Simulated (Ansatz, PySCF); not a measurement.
Noncovalent pair: NH3 (SMILES N) (first 4 atoms) with C3H8 (SMILES CCC); geometry from B3LYP-D3(BJ)/def2-TZVP, rigid monomers moved along the line of their centres of mass till H2···H11 is 3.25 Å.
(charge 0, multiplicity 1):
```xyz
15

N      0.29599     0.12897     0.48379
H      0.13375     0.82386     1.20356
H      0.96486     0.52020    -0.16961
H     -0.57747     0.00291    -0.01483
C      1.18298    -0.00188     5.03285
C     -0.29985     0.36015     5.06433
C     -1.19996    -0.82050     4.70863
H      1.81171     0.85625     5.27971
H      1.40400    -0.79361     5.75309
H      1.47183    -0.36423     4.04406
H     -0.48999     1.18657     4.37055
H     -0.56516     0.73999     6.05564
H     -2.25546    -0.54065     4.72479
H     -0.96180    -1.20150     3.71339
H     -1.06281    -1.64027     5.41829
```

Counterpoise-corrected where a basis set is named; no monomer relaxation.

Correlated levels freeze the cores.

Run with Ansatz (a first-principles code); PySCF for the dispersion terms. 

PBE/def2-TZVPPD gives -0.37 kcal/mol for the interaction energy.

Q: Predict the shift from PBE, with its sign, for: PBE-D3(BJ)/def2-TZVPPD, r2SCAN/def2-TZVPPD, PBE0/def2-TZVPPD, wB97M-V/def2-TZVPPD, MP2/aug-cc-pVDZ, CCSD(T)/aug-cc-pVDZ.

A: PBE-D3(BJ)/def2-TZVPPD -0.42; r2SCAN/def2-TZVPPD 0.04; PBE0/def2-TZVPPD 0.06; wB97M-V/def2-TZVPPD -0.22; MP2/aug-cc-pVDZ -0.19; CCSD(T)/aug-cc-pVDZ -0.20 kcal/mol. 2 of 6 lie above PBE; the widest gap is to PBE-D3(BJ)/def2-TZVPPD.
